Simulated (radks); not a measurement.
Species: P14+. Configuration: 1s1.

Calculated with a radial shooting solver on a logarithmic mesh with Libxc functionals: scalar-relativistic Kohn-Sham, r2SCAN, spin-polarised, spherical densities, finite nucleus; open shells are filled with parallel spins first; meta-GGA in the generalised Kohn-Sham scheme; Fermi nuclear charge, rms radius 3.1889 fm.

Energy parts (eV):
part                     energy
total                 -3070.577
kinetic                3089.205
electron-nucleus      -6159.750
Hartree                 128.069
exchange-correlation   -128.101

Orbitals (lengths in bohr, moments of r in powers of bohr; <r^-3> diverges for s and p1/2; r(max) is where P^2 peaks; r(90%) holds 90 % of the orbital's charge):
orbital,occ.,eigenvalue (eV),<1/r>,r(90%),r(max),<r^-3>
1s up,1,-2985.838,15.09,0.177,0.06621,-

The highest occupied level is 1s up at -2985.8 eV. Summed over all electrons, <r^2> = 0.01327 bohr^2, which gives a Langevin (diamagnetic) susceptibility term of -0.0105 x 10^-6 cm^3/mol. For comparison, the ionisation energy in NIST's Atomic Spectra Database is 3069.8 eV (theoretical). In exact Kohn-Sham theory the highest level is minus the ionisation energy, but local and semilocal functionals leave it too shallow, through self-interaction and a potential that decays too fast; potentials with the right tail come closer. The density falls to 0.001 e/bohr^3 at r = 0.46 bohr.
